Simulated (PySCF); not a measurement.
A database entry of computed molecular properties.

```json
{
 "formula": "C6H2F4",
 "smiles": "Fc1ccc(F)c(F)c1F",
 "inchi": "InChI=1S/C6H2F4/c7-3-1-2-4(8)6(10)5(3)9/h1-2H",
 "charge": 0,
 "multiplicity": 1,
 "geometry_level": "GFN2-xTB",
 "electronic_structure_code": "PySCF",
 "results": {
  "GFN2-xTB geometry": {
   "point_group": "C2v",
   "rotational_constants_GHz": [2.079, 1.196, 0.759]
  },
  "CAM-B3LYP/def2-SVPD ground state and vertical TDDFT (core frozen in the response)": {
   "dipole_D": 2.69,
   "homo_eV": -9.01,
   "lumo_eV": -0.03,
   "S1_eV": 5.43,
   "strongest_line_of_8_singlets_eV": 7.15,
   "T1_tda_eV": 4.09,
   "polarisability_au": 68.8,
   "r2_bohr2_about_centre_of_nuclear_charge": 1297.5,
   "singlets_eV_and_f": [
    [5.43, 0.012],
    [6.24, 0.0],
    [6.27, 0.0],
    [6.53, 0.004],
    [7.15, 0.589],
    [7.21, 0.581],
    [7.56, 0.0],
    [7.8, 0.014]
   ],
   "triplets_tda_eV": [4.09, 4.62, 4.82]
  }
 }
}
```

In wavenumbers S1 is 43800 cm⁻¹ (1 eV = 8065.54 cm⁻¹). The principal polarisabilities are 41.3, 81.4 and 83.5 au; their mean is the isotropic value. Point group C2v permits a dipole; with 2.69 D the species has a pure rotational spectrum. S1 lies 3.55 eV below the HOMO–LUMO gap; its leading configuration is HOMO→LUMO, weight 0.67.

Geometry: GFN2-xTB; no solvent, vibrations or thermal averaging.

For the TDDFT job (CAM-B3LYP/def2-SVPD), hardware: x86-64 server, one thread, no GPU (shared host). Cost: 54 s wall, 46 s CPU.
